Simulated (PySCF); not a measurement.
Computed IR spectrum (relative IR intensity) of a molecule C3H7BFN. Coordinates come from a PBE0-D3(BJ)/def2-SVP optimisation. One conformer was computed; it need not be the lowest. Computed with PBE0-D3(BJ)/def2-SVP in PySCF. Harmonic, unscaled wavenumbers; measured fundamentals usually lie a few per cent lower.

```csv
ν (cm⁻¹),relative intensity
533,3.9
612,35
782,3.0
1018,2.5
1097,4.3
1221,10
1288,3.4
1321,8.4
1350,9.8
1383,46
1426,7.8
1466,6.6
1502,13
1561,100
3013,21
3054,5.2
3070,4.6
3087,15
3130,5.8
3140,5.8
3681,12
```

Question: Identify the compound among the candidates.
A. FB1CCCN1
B. CB(N)/C=C\F
C. C=C(F)B(C)N
D. C/C=C/B(N)F

Answer: A, FB1CCCN1
